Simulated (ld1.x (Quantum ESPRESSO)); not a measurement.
# aluminium (Al), TM: configuration errors across variants

| Quantity | Value |
| --- | --- |
| Element | Al |
| Generator | ld1.x (Quantum ESPRESSO) 7.5 |
| Type | norm-conserving Troullier–Martins (Kleinman–Bylander form) |
| Functional | revPBE |
| Relativity | scalar-relativistic |
| Frozen core | [Ne] |
| Valence charge | 3 |
| Reference configuration | 3s2 3p1 |
| Partial waves | 3p (bound): rc 2.20 bohr; 3d channel at 0.45 Ry: rc 2.40 bohr; 3s (bound): rc 1.65 bohr |
| Local potential | the s channel |
| Core correction | Bessel-smoothed model core inside 1.35 bohr |

All-electron excitation energies from the reference (eV): (1) 3s2 3p0 5.748; (2) 3s1 3p0 24.899; (3) 3s2 3p0.5 2.079; (4) 3s1 3p1 11.531; (5) 3s1 3p2 5.114; (6) 3s0 3p3 10.382; (7) 3s2 3p1.3 -0.570.

Errors AE − PS in meV (a dash: test not solved or not reliable):

```csv
change,(1),(2),(3),(4),(5),(6),(7),bound ghosts
base,+1.1,+13,+0.2,+5.1,-1.6,-5.6,+0.1,none
wave 3p (bound): rc 2.20 bohr becomes 3p (bound): rc 1.48 bohr,+1.3,+8.7,+0.4,+9.8,+2.0,+12,+0.1,none
wave 3p (bound): rc 2.20 bohr becomes 3p (bound): rc 1.80 bohr,+1.2,+11,+0.3,+6.6,+0.3,+2.9,+0.1,none
wave 3p (bound): rc 2.20 bohr becomes 3p (bound): rc 2.10 bohr,+1.1,+12,+0.2,+5.4,-1.1,-3.6,+0.1,none
wave 3p (bound): rc 2.20 bohr becomes 3p (bound): rc 2.54 bohr,+1.1,+13,+0.2,+5.0,-1.7,-6.1,+0.1,none
wave 3p (bound): rc 2.20 bohr becomes 3p (bound): rc 2.78 bohr,+0.9,+12,+0.2,+5.6,-1.0,-3.2,+0.1,none
```

**Question.** Give the same row for: wave 3p (bound): rc 2.20 bohr becomes 3p (bound): rc 3.20 bohr.

**Answer.** +0.1, +7.7, +0.1, +7.9, +0.9, +5.7, +0.1; bound ghosts: none.
